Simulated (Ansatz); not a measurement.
Geometry optimisation, RKS PBE0/def2-SVP in Ansatz.

The input (input.yaml):

```yaml
crystal:
  periodic: [false, false, false]
  atoms:
    - { symbol: C, position_ang: [-1.6417, 0.8081, 0.763] }
    - { symbol: Te, position_ang: [0.2656, 0.824, 1.6163] }
    - { symbol: C, position_ang: [1.066, 0.2613, -0.2646] }
    - { symbol: C, position_ang: [1.2493, -1.1758, -0.6368] }
    - { symbol: S, position_ang: [1.5736, 1.2694, -1.1654] }
    - { symbol: H, position_ang: [-2.4333, 1.145, 1.5259] }
    - { symbol: H, position_ang: [-1.6951, 1.5984, -0.0679] }
    - { symbol: H, position_ang: [-1.8925, -0.1361, 0.3437] }
    - { symbol: H, position_ang: [0.7628, -1.7997, 0.222] }
    - { symbol: H, position_ang: [2.2346, -1.4817, -0.7796] }
    - { symbol: H, position_ang: [0.5761, -1.37, -1.536] }
basis:
  gaussian: { orbitals: def2-SVP }
hamiltonian:
  xc: pbe0
relax:
  f_tol: 0.015
  max_steps: 40
output:
  orbitals: {}
```

Launched with:

```bash
$ ansatz run input.yaml --threads 2 --pin off --max-ram 3072MiB --backend cpu --events-out ev --progress --plain --runs-dir out
```

Problem. Where does it end, and by what steps?

Solution. The forces met the threshold. After 28 steps the energy has fallen by 1.852 eV; S5 moved furthest, 1.66 Å. The start is strongly strained (largest force component 9 eV/Å).

```tsv
step	energy less start (eV)	largest force component (eV/Å)	accepted
0	0.0000	8.876	yes
1	-1.1876	3.276	yes
2	-1.3280	0.976	yes
3	-1.4129	0.423	yes
4	-1.4213	0.284	yes
5	-1.4291	0.224	yes
6	-1.4322	0.078	yes
7	-1.4333	0.110	yes
8	-1.4372	0.182	yes
9	-1.4475	0.327	yes
10	-1.4714	0.612	yes
11	-1.5391	0.419	yes
12	-1.6103	0.377	yes
13	-1.6657	0.597	yes
14	-1.7128	1.003	yes
15	-1.7669	0.294	yes
16	-1.7917	0.460	yes
17	-1.8126	0.673	yes
18	-1.8411	0.147	yes
19	-1.8488	0.039	yes
20	-1.8498	0.046	yes
21	-1.8495	0.112	no
22	-1.8505	0.021	yes
23	-1.8512	0.017	yes
24	-1.8510	0.109	no
25	-1.8514	0.048	yes
26	-1.8517	0.020	yes
27	-1.8515	0.048	no
28	-1.8517	0.006	yes
```

```xyz
11
Properties=species:S:1:pos:R:3
C -1.660 0.540 0.789
Te 0.173 1.677 0.845
C 1.452 0.378 -0.224
C 0.875 -0.903 -0.735
S 2.997 0.840 -0.434
H -2.414 1.142 1.315
H -1.984 0.381 -0.247
H -1.535 -0.418 1.309
H 0.469 -1.509 0.091
H 1.651 -1.479 -1.259
H 0.041 -0.707 -1.430
```

Whether the end is a true minimum wasn't checked by a vibrational analysis.

Time of the run: 100 s on 2 threads of Arm Neoverse V2 (shared host), peak memory 0.3 GiB.
